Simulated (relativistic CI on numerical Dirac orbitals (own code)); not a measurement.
## Hyperfine structure of S II, mass number 33

Computed by Dirac-Coulomb-Breit CI, KLI orbitals optimised for each configuration, a model potential for QED, valence Slater integrals scaled by 0.85, P86 correlation energy added to each configuration (own radial code, finite nucleus).

CI space (outside the closed core [Ne]): 3s2 3p3, 3s 3p4, 3s2 3p2 3d, 3s2 3p2 4s, 3s2 3p2 4p, 3p5, 3s 3p3 3d, 3s2 3p2 5s, 3s2 3p2 4d, 3s2 3p2 5p, 3s2 3p2 4f, 3s2 3p2 5d, 3s2 3p2 5f, 3s2 3p 3d2, 3s2 3d3, 3s2 3d2 4s, 3s2 3d2 4p, 3s 3p 3d3, 3s2 3d2 5s, 3s2 3p 4s2, 3s2 3d 4s2, 3s2 4s2 4p, 3s 3p 3d 4s2, 3s2 4s2 5s, 3s2 3p 3d 4s, 3s2 3d 4s 4p, 3s 3p 3d2 4s, 3s2 3d 4s 5s. Double excitations out of closed p, d and f shells are left out; levels of such configurations are missing from the list, as are those of other unlisted configurations, and high levels can miss mixing partners. These lack a partner that the ground configuration has and come out too high: 3s2 3p2 4d, 3s2 3p2 5p, 3s2 3p2 4f, 3s2 3p2 5d, 3s2 3p2 5f.

Nuclear spin I = 3/2, μ = 0.64325 μN, Q = -0.0694 b (tables of Stone and Pyykkö). The electronic factors are computed for point nuclear moments, without core polarisation; leaving it out makes A of s and p electrons in near-neutral atoms 20 to 40 % too small, and it can dominate for d and f shells.

```
          Level  E (cm⁻¹)  A (MHz)  B (MHz)
3s2 3p3 2D°_3/2   15691.3    146.2    -5.77
3s2 3p3 2D°_5/2   15726.7    243.3     1.02
3s2 3p3 2P°_1/2   23797.8    657.1         
3s2 3p3 2P°_3/2   23843.7    139.8      5.8
  3s 3p4 4P_5/2   86124.7    651.1    -33.6
  3s 3p4 4P_3/2   86486.5    661.4     26.6
  3s 3p4 4P_1/2   86693.5     1459         
  3s 3p4 2D_3/2  106564.7   -185.5     50.7
```

Levels with J = 0, under 50 % of one LS term, or S terms without an open s electron are left out. Small factors come from cancelling terms and can be off by tens of per cent or more.

Correlation outside the listed configurations is missing or only estimated: errors of thousands of cm⁻¹ between configurations and terms are usual at this charge. Rates and lifetimes follow the computed energies and can be off by large factors. The fine structure of a lone outer electron comes out too small, for d and f at times inverted, and misplaced configurations move strength between like terms. 54 of the 56 excited levels that our extract of the measured tables holds in this range could be paired (the sources list more); they are missed by 7942 cm⁻¹ on average and 10106 at most, and levels without a partner can miss by more.

Task: Give the hyperfine levels of 3s2 3p3 2D°_5/2 relative to its centre of gravity.

Result: With K = F(F + 1) − I(I + 1) − J(J + 1), E = AK/2 + B[¾K(K + 1) − I(I + 1)J(J + 1)]/[2I(2I − 1)J(2J − 1)]: F = 1: -1277, F = 2: -790.9, F = 3: -61.39, F = 4: 912.7 MHz.
